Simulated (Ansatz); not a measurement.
ClH$_{5}$O$_{4}$Si$_{2}$ (`O[SiH](O)O[SiH](O)Cl`) at its PBE0-D4/def2-TZVP geometry, where that method's forces vanish. Charge 0, multiplicity 1.

```xyz
12

O     0.7492    1.0925    2.4160
Si    0.9562    0.7552    0.8422
O     2.0040   -0.4880    0.7065
O    -0.4631    0.3447    0.1260
Si   -1.2785   -0.6403   -0.8543
O    -2.1952    0.1612   -1.9231
Cl    0.1236   -1.7923   -1.8542
H     0.7162    0.3612    3.0348
H     1.4251    1.9974    0.2089
H     1.9260   -1.0488   -0.0697
H    -2.1739   -1.5387   -0.1173
H    -1.7896    0.7959   -2.5158
```

Q: What forces (eV/Å) does r2SCAN-D4/def2-TZVPP give on these atoms in Ansatz 0.2.0? (Estimate.)

A: Computed: 
```
O1   0.001  0.040  0.037
Si2  0.016  0.039 -0.052
O3   0.046 -0.031  0.015
O4  -0.040  0.042  0.030
Si5 -0.024 -0.040  0.036
O6  -0.065  0.006 -0.014
Cl7  0.050 -0.048 -0.034
H8   0.000 -0.014  0.014
H9  -0.013 -0.024  0.026
H10  0.002 -0.015 -0.019
H11  0.014  0.031 -0.022
H12  0.012  0.015 -0.017
```
